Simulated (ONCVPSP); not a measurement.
**Potentials for Ni (Z = 28) compared**

Generated with ld1.x 7.5 (TM, RRKJ, ultrasoft, PAW), atompaw 4.2 or ONCVPSP 4.0.1. The cutoff is in Ry: for ld1.x and atompaw files where the sum of valence levels is converged to 10 mRy in a Bessel basis, for ONCV files where the hardest occupied wave has 1 mHa per electron of residual kinetic energy. The error is the largest all-electron minus pseudo excitation energy over each file’s own four to seven test configurations (ionisations up to +4, promotions, holes and added fractions of an electron), all of which were solved. The labels leave out finer settings (local radius, basis sizes, second energies), which also bear on the numbers. Spin-polarised tests are not counted. The rows are a selection from randomly drawn settings: files with unsolved tests, undetermined cutoffs or missed reference levels are left out.

A true bound ghost makes a file unfit for plane-wave use even where its test errors are small: the radial tests pick states by their node count and pass the ghost by.

| potential | cutoff (Ry) | largest error (meV) | bound ghosts |
| --- | --- | --- | --- |
| ONCV, PBE, scalar-relativistic, rc 1.50/1.20/0.85 (spd), local smoothed, core correction yes, reference 3s2 3p6 3d8 4s2, qcut 7.1/13.8/15, projectors 2/2/2 | 204 | -8.1 | none |
| ONCV, PBEsol, scalar-relativistic, rc 1.20/1.15/1.50 (spd), local smoothed, core correction yes, reference 3s2 3p6 3d8 4s2, qcut 11/15.1/9.2, projectors 2/2/2 | 81 | +88 | none |
| ONCV, PW91, scalar-relativistic, rc 1.30/1.25/0.95 (spd), local smoothed, core correction no, reference 3s2 3p6 3d8 4s1.5 4p0.5, qcut 9.1/11.5/16.3, projectors 3/2/1 | 200 | +1.0 | p |
| ONCV, PBE, scalar-relativistic, rc 2.30/2.05/1.65 (spd), local smoothed, core correction no, reference 3d9 4s1, qcut 3.3/4.5/11.5, projectors 2/1/2 | 93 | +58 | none |
| ONCV, PBEsol, scalar-relativistic, rc 1.30/1.10/1.45 (spd), local smoothed, core correction yes, reference 3s2 3p6 3d8 4s1, qcut 7.7/13.9/12, projectors 2/2/2 | 112 | +17 | none |
| ONCV, LDA (Perdew-Zunger), scalar-relativistic, rc 1.00/0.90/1.15 (spd), local smoothed, core correction yes, reference 3s2 3p6 3d8 4s2, qcut 9/18.8/10.8, projectors 2/2/2 | 267 | +13 | none |
| ONCV, LDA (Perdew-Zunger), fully relativistic, rc 2.40/0.90/1.20/2.50 (spdf), local smoothed, core correction yes, reference 3p6 3d8 4s2, qcut 3.1/13.4/10.8/5, projectors 3/2/2/3 | 110 | -36 | none |
| ONCV, PBE, scalar-relativistic, rc 2.40/2.45/1.55 (spd), local smoothed, core correction yes, reference 3d8 4s1.5, qcut 3.4/2.7/11.9, projectors 3/3/2 | 99 | -64 | none |

Task: Fill in the row for Ni: ONCV, PW91, scalar-relativistic, rc 1.05/1.05/1.65 (spd), local smoothed, core correction yes, reference 3s2 3p6 3d8 4s1.75, qcut 10.1/12.3/10.7, projectors 2/2/3.

Result: cutoff 85 Ry, largest error +512 meV, bound ghosts: none.
